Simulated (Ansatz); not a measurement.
`Cl[SiH]1[CH2][GeH2]1`, relaxed with RKS PBE0-D4/def2-TZVP in Ansatz from a PBE-D4/def2-SVP geometry. The force threshold is 0.005 eV/Å; the program also tests the step.

Total charge 0; spin multiplicity 1.

Start:

```xyz
9

Cl    2.406   -1.631   -0.224
Si    0.385   -1.156   -0.072
C    -0.075    0.349    0.967
Ge   -0.504    0.780   -0.986
H    -0.424   -2.405    0.109
H    -0.914    0.260    1.682
H     0.751    0.958    1.380
H    -2.008    0.937   -1.305
H     0.383    1.908   -1.552
```

Question: By how much does the energy fall, and how many steps does the optimiser take? (Estimate.)

Answer: The calculation gave: 0.04 eV, in 4 steps.

Question: Which bonds change most? (An estimate is asked.)

Answer: Computed: Cl1–Si2 from 2.082 to 2.050 Å; Si2–Ge4 from 2.318 to 2.292 Å; Si2–C3 from 1.885 to 1.861 Å; C3–Ge4 from 2.046 to 2.024 Å.

Question: Give the relaxed structure. (An estimate is asked.)

Answer: The calculation gave: 
```xyz
9

Cl    2.370   -1.610   -0.215
Si    0.380   -1.140   -0.073
C    -0.070    0.340    0.961
Ge   -0.500    0.777   -0.969
H    -0.414   -2.376    0.107
H    -0.900    0.257    1.659
H     0.743    0.938    1.367
H    -1.988    0.926   -1.292
H     0.379    1.887   -1.545
```
